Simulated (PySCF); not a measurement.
## Working out the ionisation energy of Si⁺

Si⁺ [Ne] 3s2 3p1 (2P) → Si²⁺ [Ne] 3s2 (1S). Calculation: PySCF 2.14, in dyall-av3z (19s12p3d2f, 84 functions); no relativity, point nucleus. Frozen: [Ne]; the 23 highest virtual orbitals dropped. Energies in hartree (1 hartree = 27.21139 eV):

| part | Si⁺ (lower) | Si²⁺ (upper) |
| --- | --- | --- |
| UHF | -288.577873 | -287.995683 |
| MP2 opposite-spin | -0.039431 | -0.032439 |
| MP2 same-spin | -0.002778 | 0.000000 |

Q: What does Hartree-Fock give?

A: (-287.995683) − (-288.577873) = 0.582190 hartree = 15.842 eV.

Q: What do MP2 and SCS-MP2 (6/5 opposite-spin, 1/3 same-spin) give?

A: The opposite-spin parts differ by 0.190 eV and the same-spin parts by 0.076 eV. MP2: 15.842 + (0.190) + (0.076) = 16.108 eV. SCS-MP2: 15.842 + 1.2 × (0.190) + (0.076)/3 = 16.095 eV.

Measured between the centres of the two terms (NIST): 16.322 eV, so MP2 (valence) is off by -0.214 eV.

What remains against the reference includes basis incompleteness, the frozen core and correlation beyond second order.
